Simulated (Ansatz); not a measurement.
Calculation: frozen-core CCSD(T)/cc-pVTZ // PBE-D3(BJ)/def2-TZVP in Ansatz (an electronic-structure program). The geometry is that of the parent before the electron was removed.

Ansatz 0.2 input:
```yaml
crystal:
  periodic: [false, false, false]
  atoms:
    - { symbol: C, position_ang: [1.953951, 0.019923, 0.024821] }
    - { symbol: C, position_ang: [0.634826, 0.007142, -0.033328] }
    - { symbol: C, position_ang: [-0.634795, -0.005581, -0.090046] }
    - { symbol: C, position_ang: [-1.953946, -0.019972, -0.148081] }
    - { symbol: H, position_ang: [2.489467, -0.349925, 0.902908] }
    - { symbol: H, position_ang: [2.557329, 0.400792, -0.803097] }
    - { symbol: H, position_ang: [-2.55683, -0.401541, 0.679941] }
    - { symbol: H, position_ang: [-2.489998, 0.349183, -1.026157] }
basis:
  gaussian: { orbitals: cc-pVTZ }
correlation:
  method: ccsd_t
total_charge: 1
magnetization:
  spin_polarized: true
  initial_magnetization: 1
```

Output:

```
Functional definition: HF
1006 factors; integrals over basis functions are off by at most 7.7e-4 eV
mean field evaluation 1: about -4171.5588 eV, gradient 2.2e1 eV
mean field evaluation 2: about -4171.5647 eV, gradient 2.2e1 eV
mean field evaluation 4: about -4174.9694 eV, gradient 3.1e0 eV
mean field evaluation 8: about -4175.1410 eV, gradient 2.7e-1 eV
mean field evaluation 16: about -4175.1456 eV, gradient 7.0e-3 eV
mean field evaluation 32: about -4175.4148 eV, gradient 4.2e-5 eV
mean field evaluation 64: about -4171.5568 eV, gradient 2.2e1 eV
mean field evaluation 96: about -4175.1456 eV, gradient 1.0e-5 eV
mean field evaluation 128: about -4175.0132 eV, gradient 1.9e0 eV
mean field evaluation 160: about -4173.3496 eV, gradient 6.9e-3 eV
mean field evaluation 192: about -4175.8973 eV, gradient 4.3e-4 eV
mean field evaluation 224: about -4171.9884 eV, gradient 4.9e-4 eV
mean field evaluation 256: about -4172.3739 eV, gradient 7.1e0 eV
mean field -4175.89734098 eV, -153.4613967560 hartree, gradient 8.4e-6 eV, S^2 0.947480; 11 other end points of the search recorded, 0 dependent functions left out
determinant -4175.89734098 eV, -153.4613967560 hartree, with singles and doubles -4192.34483881 eV, -154.0658311530 hartree
determinant -4175.41483979 eV, -153.4436651644 hartree, with singles and doubles -4191.61406243 eV, -154.0389756162 hartree
determinant -4175.41481137 eV, -153.4436641202 hartree, with singles and doubles -4191.61405905 eV, -154.0389754919 hartree
determinant -4175.14555408 eV, -153.4337690972 hartree, with singles and doubles -4191.80466490 eV, -154.0459801280 hartree
determinant -4173.34960157 eV, -153.3677690597 hartree, with singles and doubles -4189.05376557 eV, -153.9448864421 hartree
determinant -4175.89734098 eV, -153.4613967560 hartree, with singles and doubles -4192.14430353 eV, -154.0584616172 hartree
determinant -4175.14555408 eV, -153.4337690972 hartree, with singles and doubles -4191.59710150 eV, -154.0383523136 hartree
4 core orbitals not correlated
reference -4175.89734098 eV, -153.4613967560 hartree; 10, 9 occupied and 162, 163 virtual orbitals, 1006 factors
second order -15.21905007 eV of doubles, -0.00000000 eV of singles
cycle   1  -16.24696412 eV  change   -1.6e-6 eV  update   3.0e-6
perturbative correction -0.82845667 eV, -0.0304452210 hartree
Total energy: -4192.97276177 eV, -154.0889068959 hartree
```

Cost: very roughly 12 core-minutes.
